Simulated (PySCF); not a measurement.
**TiF and its ions**

M06-L; Ti def2-TZVPPD, F def2-TZVPPD; no relativity (PySCF 2.14). Neutral (UKS): quartet (σ ↑, δ ↑↑), Re = 1.784 Å, ωe = 695 cm⁻¹, HOMO -2.99 eV, LUMO -2.28 eV.

TiF⁺ (UKS): triplet (δ ↑↑), Re = 1.725 Å, ωe = 803 cm⁻¹. The energies at the minima are -949.26957 hartree for TiF and -949.02748 for TiF⁺.

Question: Work out the adiabatic ionisation energy, without and with harmonic zero-point energies (1 hartree = 27.2114 eV, 1 eV = 8065.5 cm⁻¹), and the change of the bond length.

Answer: At M06-L: 0.24209 hartree = 6.588 eV between the minima; the zero-point term (803.0 − 695.0)/2 cm⁻¹ = +0.007 eV makes it 6.594 eV. Re changes by -5.9 pm against the neutral. The electron leaves a σ orbital; in so polar a molecule the change of length follows mostly from the change of the ionic charges.

De is left out where the level can put another filling of the metal’s s and d shells below the measured ground configuration, by anything from nothing to about 1 eV. The state is the lowest single determinant that the PBE0 search found; with open d or f shells the true ground state can be another one.
